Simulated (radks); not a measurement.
Results of a calculation; reference values are marked as such.
Neutral gadolinium inside a hard spherical wall (all orbitals vanish at R), configuration held at [Xe] 4f7 5d1 6s2 and not refilled when levels cross. Code: a radial shooting solver on a logarithmic mesh with Libxc functionals. Model: scalar-relativistic Kohn-Sham, PBEsol, spin-polarised, spherical densities, finite nucleus; open shells are filled with parallel spins first (spin-orbit coupling, left out, can overturn this in heavy ions); Fermi nuclear charge, rms radius 5.1569 fm. Eigenvalues in eV for spin up, with the zero of energy where the potential of the charges vanishes at infinity; a dash marks a level that is unbound or too diffuse for the functional's potential to be trusted. A positive occupied level is held by the wall or, in an anion where self-interaction has pushed it up, behind a barrier. The pressure on the wall is -dE/dV.

R (bohr)  E (hartree)  kinetic (hartree)    e(5p)    e(4f)   e(6s)   e(5d)  e(6p, empty)  e(7s, empty)  pressure (GPa)
free      -11266.7727          12095.414  -28.191  -10.472  -4.376  -2.988        -1.420             -               0
20        -11266.7727          12095.414  -28.191  -10.472  -4.376  -2.988        -1.420             -        < 0.0001
15        -11266.7727          12095.415  -28.189  -10.471  -4.375  -2.986        -1.411         0.335        0.000140
12        -11266.7724          12095.418  -28.163  -10.445  -4.356  -2.964        -1.351         1.053         0.00481
10        -11266.7705          12095.434  -28.048  -10.328  -4.268  -2.864        -1.151         2.367          0.0512
6         -11266.6604          12095.982  -25.813   -7.994  -1.858  -0.801         2.848        16.494            7.23
5         -11266.4628          12096.766  -23.857   -5.851   1.389   1.317         7.707        30.317            30.5
3.5       -11264.9662          12102.413  -16.308    3.024  20.708  11.229        33.550        92.458             470
3         -11263.0256          12109.605   -9.367   11.035  41.491  20.838        58.912        146.91            1520
2.5       -11258.0695          12127.000    5.412   26.439  86.519  41.014        110.78        251.15            5920
2         -11243.4236          12174.243   42.812   58.312  194.92  89.918        229.78        475.81           29400
